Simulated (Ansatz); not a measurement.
`FBBCl` + `[OH][GeH3]` → `FB[O][GeH3]` + `BCl` at 400 K and 1 bar (cleavage of the B–B bond).

Isolated molecules relaxed with PBE0-D4/def2-TZVP in Ansatz; ΔE leaves out vibrations. CBS: MP2 limit from def2 TZ/QZ plus the TZ coupled-cluster correction, frozen cores. This one scheme is used for every species. For Ge outer-core shells are correlated without core-valence functions, which leaves a few kJ/mol of doubt a bond. Scalar relativity is left out up to krypton. Each species was taken in one conformer, which may not be the lowest.

```json
{"species": "`FBBCl`", "CCSD(T)/CBS energy (Eh)": "-610.41691", "H − E (kJ/mol)": "98.1", "S (J/(mol·K))": "327.6"}
{"species": "`[OH][GeH3]`", "CCSD(T)/CBS energy (Eh)": "-2153.69723", "H − E (kJ/mol)": "116.2", "S (J/(mol·K))": "291.7"}
{"species": "`FB[O][GeH3]`", "CCSD(T)/CBS energy (Eh)": "-2278.39547", "H − E (kJ/mol)": "142.6", "S (J/(mol·K))": "357.1"}
{"species": "`BCl`", "CCSD(T)/CBS energy (Eh)": "-485.78909", "H − E (kJ/mol)": "70.2", "S (J/(mol·K))": "247.0"}
```

H − E and S are ideal-gas, rigid-rotor, harmonic terms from PBE0-D4/def2-TZVP, for one conformer and one mirror image of each species. 1 Eh = 2625.50 kJ/mol, R = 8.31446 J/(mol·K).

**Question.** By hand: ΔE, ΔH, ΔS and ΔG.

**Answer.** ΔE = (-2278.39547) + (-485.78909) − (-610.41691) − (-2153.69723) = -0.07042 Eh = -184.9 kJ/mol. Δ(H − E) = 142.6 + 70.2 − 98.1 − 116.2 = -1.5, so ΔH = -186.4 kJ/mol. ΔS = 357.1 + 247.0 − 327.6 − 291.7 = -15.2 J/(mol·K). ΔG = -186.4 − 400 × (-15.2)/1000 = -180.3 kJ/mol.

**Question.** By hand: the equilibrium constant, and the temperature at which ΔG would vanish if ΔH and ΔS stayed fixed.

**Answer.** log₁₀ K = −ΔG/(RT ln 10) = 23.5. ΔG = 0 at ΔH/ΔS = 12263 K, far beyond where these terms or the molecules hold.

ΔH outweighs TΔS. A doubt of 5 kJ/mol in ΔE shifts log₁₀ K by 0.7 here. Other conformers and mirror images would add mixing entropy, several J/(mol·K) or more a flexible species. These are equilibria of isolated gas molecules and say nothing of rates. Largest T1 diagnostic: 0.014 (customary marks: 0.02 for closed shells, 0.045 for open ones).
